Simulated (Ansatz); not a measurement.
Computed with frozen-core CCSD(T)/cc-pVDZ // B3LYP-D3(BJ)/def2-SVP (Ansatz, a first-principles code).

Ansatz 0.2 input:
```yaml
crystal:
  periodic: [false, false, false]
  atoms:
    - { symbol: C, position_ang: [2.342638, 1.468562, -0.674051] }
    - { symbol: C, position_ang: [0.976052, 1.534005, 0.02246] }
    - { symbol: Si, position_ang: [0.033933, -0.082273, -0.041685] }
    - { symbol: C, position_ang: [-1.637819, -0.001012, 0.817275] }
    - { symbol: C, position_ang: [-2.609389, 1.009204, 0.189602] }
    - { symbol: O, position_ang: [-0.149458, -0.45534, -1.652694] }
    - { symbol: C, position_ang: [-0.651397, -1.676323, -2.143318] }
    - { symbol: O, position_ang: [0.937545, -1.333887, 0.609501] }
    - { symbol: C, position_ang: [1.34281, -1.453108, 1.948007] }
    - { symbol: H, position_ang: [2.98412, 0.696783, -0.218927] }
    - { symbol: H, position_ang: [2.224421, 1.203777, -1.736212] }
    - { symbol: H, position_ang: [2.88086, 2.428758, -0.62009] }
    - { symbol: H, position_ang: [1.092328, 1.824481, 1.083137] }
    - { symbol: H, position_ang: [0.346134, 2.318958, -0.432182] }
    - { symbol: H, position_ang: [-2.073142, -1.0166, 0.797599] }
    - { symbol: H, position_ang: [-1.48048, 0.230774, 1.886464] }
    - { symbol: H, position_ang: [-3.594047, 0.999246, 0.684652] }
    - { symbol: H, position_ang: [-2.220288, 2.038441, 0.256053] }
    - { symbol: H, position_ang: [-2.770151, 0.794804, -0.879176] }
    - { symbol: H, position_ang: [-0.106205, -2.539473, -1.722449] }
    - { symbol: H, position_ang: [-1.726502, -1.802595, -1.912159] }
    - { symbol: H, position_ang: [-0.537407, -1.693086, -3.23889] }
    - { symbol: H, position_ang: [0.483645, -1.514146, 2.643534] }
    - { symbol: H, position_ang: [1.977113, -0.6045, 2.269663] }
    - { symbol: H, position_ang: [1.934684, -2.375451, 2.063884] }
basis:
  gaussian: { orbitals: cc-pVDZ }
correlation:
  method: ccsd_t
```

Output:

```
Functional definition: HF
1911 factors; integrals over basis functions are off by at most 1.3e-3 eV
mean field evaluation 1: about -18369.4280 eV, gradient 4.8e1 eV
mean field evaluation 2: about -18369.7227 eV, gradient 4.8e1 eV
mean field evaluation 4: about -18375.2920 eV, gradient 5.8e0 eV
mean field evaluation 8: about -18375.3841 eV, gradient 4.5e-2 eV
mean field evaluation 16: about -18374.0092 eV, gradient 2.2e1 eV
mean field -18375.38414703 eV, -675.2829121205 hartree, gradient 9.8e-7 eV, S^2 0.000000; 0 other end points of the search recorded, 0 dependent functions left out
13 core orbitals not correlated
reference -18375.38414703 eV, -675.2829121205 hartree; 28, 28 occupied and 169, 169 virtual orbitals, 1911 factors
second order -36.26371523 eV of doubles, -0.00000000 eV of singles
cycle   1  -37.96845368 eV  change    -1.7e0 eV  update   1.3e-1
cycle   2  -38.92026882 eV  change   -9.5e-1 eV  update   3.7e-2
cycle   3  -39.13138559 eV  change   -2.1e-1 eV  update   1.8e-2
cycle   4  -39.13077883 eV  change    6.1e-4 eV  update   3.7e-3
cycle   5  -39.13164534 eV  change   -8.7e-4 eV  update   1.4e-3
cycle   6  -39.13223934 eV  change   -5.9e-4 eV  update   4.1e-4
cycle   7  -39.13208182 eV  change    1.6e-4 eV  update   1.7e-4
cycle   8  -39.13203857 eV  change    4.3e-5 eV  update   5.1e-5
perturbative correction -1.09136504 eV, -0.0401069255 hartree
Total energy: -18415.60755064 eV, -676.7610949389 hartree
```

Cost: around 20 core-minutes (rough).
